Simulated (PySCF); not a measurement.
(AgOH)2 ring in a uniform electric field

(AgOH)2 ring, Ag2H2O2 (singlet state).
Cartesian coordinates in Å at the PBE0-D3(BJ)/def2-SVP level; atoms count from 1:
```
atom  x, y, z in Å
Ag1    1.3397    0.2636    0.4739
O2    -0.3319    1.6657    0.1185
Ag3   -1.4181   -0.2438   -0.1324
O4     0.2045   -1.6324    0.4400
H5    -0.2597    2.2176   -0.6675
H6     0.4655   -2.2706   -0.2324
```

Level: B3LYP/def2-SVPD (PySCF); nuclei fixed, core orbitals frozen in the response. Permanent dipole (0.467, -0.123, -2.051) D (1 au = 2.5417 D). Static polarisability (au):

```
x   78.81  4.10  7.23
y    4.10 58.57  0.22
z    7.23  0.22 48.06
```

Only the terms in μ and α are kept: μ(F) = μ + αF and ΔE = −μ·F − ½ F·αF.

Task: What do fields of 0.103 V/Å (0.002 au) along the six axis directions do?

Result: 
```json
{"field along": "+x", "induced x (D)": "0.401", "induced y (D)": "0.021", "induced z (D)": "0.037", "total size (D)": "2.196", "−μ·F (kJ/mol)": "-0.965", "−½F·αF (kJ/mol)": "-0.414"}
{"field along": "−x", "induced x (D)": "-0.401", "induced y (D)": "-0.021", "induced z (D)": "-0.037", "total size (D)": "2.094", "−μ·F (kJ/mol)": "+0.965", "−½F·αF (kJ/mol)": "-0.414"}
{"field along": "+y", "induced x (D)": "0.021", "induced y (D)": "0.298", "induced z (D)": "0.001", "total size (D)": "2.114", "−μ·F (kJ/mol)": "+0.254", "−½F·αF (kJ/mol)": "-0.308"}
{"field along": "−y", "induced x (D)": "-0.021", "induced y (D)": "-0.298", "induced z (D)": "-0.001", "total size (D)": "2.142", "−μ·F (kJ/mol)": "-0.254", "−½F·αF (kJ/mol)": "-0.308"}
{"field along": "+z", "induced x (D)": "0.037", "induced y (D)": "0.001", "induced z (D)": "0.244", "total size (D)": "1.880", "−μ·F (kJ/mol)": "+4.237", "−½F·αF (kJ/mol)": "-0.252"}
{"field along": "−z", "induced x (D)": "-0.037", "induced y (D)": "-0.001", "induced z (D)": "-0.244", "total size (D)": "2.339", "−μ·F (kJ/mol)": "-4.237", "−½F·αF (kJ/mol)": "-0.252"}
```

Task: For the field (-0.0014, 0.0008, -0.0004) au, what is the induced dipole, and what angle does it make with the field?

Result: αF = (-0.279, 0.104, -0.074) D, at 9.0° to the field. The polarisability along this direction, F·αF/F², is 71.89 au, against a mean of 61.81 au.

Task: At what field along the permanent dipole would the induced dipole along it equal the permanent one, in this linear picture?

Result: The polarisability along the dipole is 46.41 au, so F = 0.8290 au / 46.41 au = 0.0179 au = 0.92 V/Å; higher-order terms are ignored.

Task: What field makes μF equal to kT at 400 K?

Result: kT = 1.2667 × 10⁻³ Eh, so F = 0.00153 au = 7.86 MV/cm.

Task: Induction energy −ᾱe²/2R⁴ of a unit charge at 6 Å, the molecule taken as a point?

Result: R = 11.34 bohr, so the energy is −61.8/(2 × 11.34⁴) Eh = -4.91 kJ/mol. The charge–dipole term at its most favourable orientation, −μe/R², is -16.9 kJ/mol.

Isolated species at its PBE0-D3(BJ)/def2-SVP geometry, gas phase. Atoms past krypton carry effective core potentials; spin–orbit coupling is left out.
